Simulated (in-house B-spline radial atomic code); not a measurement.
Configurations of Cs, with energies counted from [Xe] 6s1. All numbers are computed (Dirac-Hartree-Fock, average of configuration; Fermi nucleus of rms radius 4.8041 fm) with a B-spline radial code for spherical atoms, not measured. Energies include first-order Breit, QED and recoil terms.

Occupations are held fixed; configurations that lie above the ionisation limit could autoionise.

```csv
configuration,E - E(ref) (eV),highest orbital,its <r> (bohr)
[Xe] (6d5/2)1,2.4904,6d5/2,17.19
[Xe] (7f7/2)1,3.1968,7f7/2,67.41
[Kr] (4d3/2)3 (4d5/2)6 5s2 5p6 (5f5/2)1 6s1,83.661,5f5/2,31.03
```

Q: Order these further configurations by energy, lowest first.
A. [Ar] 3d10 4s2 (4p1/2)2 (4p3/2)3 4d10 (4f7/2)1 5s2 5p6 6s1
B. [Kr] 4d10 5s2 (5p1/2)1 (5p3/2)4 6s1 (7g9/2)1
C. [Kr] (4d3/2)3 (4d5/2)6 5s2 5p6 6s1 (6p1/2)1

A: B (18.08 eV), C (81.188 eV), A (176.16 eV).
